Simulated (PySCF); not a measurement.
Stepwise substitution at one centre (Al NH2-SiH3). Isolated molecules, 0 K electronic values unless said otherwise. Strings in code marks are SMILES.

The dipole moment from two functionals at the same geometries (B3LYP-D3(BJ)/def2-TZVP), both in PySCF: PBE-D3(BJ)/def2-TZVP and B3LYP-D3(BJ)/def2-TZVP. B3LYP has the VWN-RPA correlation part, as in Gaussian. 

```tsv
species	PBE-D3(BJ)/def2-TZVP (D)	B3LYP-D3(BJ)/def2-TZVP (D)
0 of 3 NH2 replaced by SiH3	0.00	0.00
1 of 3 NH2 replaced by SiH3	1.82	1.79
2 of 3 NH2 replaced by SiH3 (`[NH2][Al]([SiH3])[SiH3]`)	1.79	1.74
3 of 3 NH2 replaced by SiH3 (`[SiH3][Al]([SiH3])[SiH3]`)	0.10	0.12
```

Over these rows, drawn at random from the members with no instability flagged (it was tested for open shells, ions and some series alone), PBE minus B3LYP-D3(BJ): mean +0.02 D, from -0.02 D to +0.05 D.
